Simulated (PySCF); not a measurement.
Isomers of C2H4Si. All species are isolated molecules in the gas phase. One relaxed conformer stands for each flexible species; it need not be the lowest. Strings in code marks are SMILES.

Method: PBE-D3(BJ)/def2-TZVP // B3LYP-D3(BJ)/def2-TZVP in PySCF 2.14.0. 

| species | HOMO (eV) | dipole moment (D) | HOMO–LUMO gap (eV) |
|---|---|---|---|
| `C=C=[SiH2]` | -5.33 | 0.01 | 3.43 |
| `C1[SiH2]C=1` | … | 0.52 | … |
| `C#C[SiH3]` | -7.11 | 0.37 | 6.07 |
| `C1C[Si]1` | -5.47 | 0.57 | 2.16 |
| `C=C[SiH]` (C–C–Si–H torsion 179°) | … | – | 1.69 |

Question: What belongs in the gaps?

Answer: 
- `C1[SiH2]C=1`, HOMO (eV): -6.32
- `C1[SiH2]C=1`, HOMO–LUMO gap (eV): 4.98
- `C=C[SiH]` (C–C–Si–H torsion 179°), HOMO (eV): -5.30
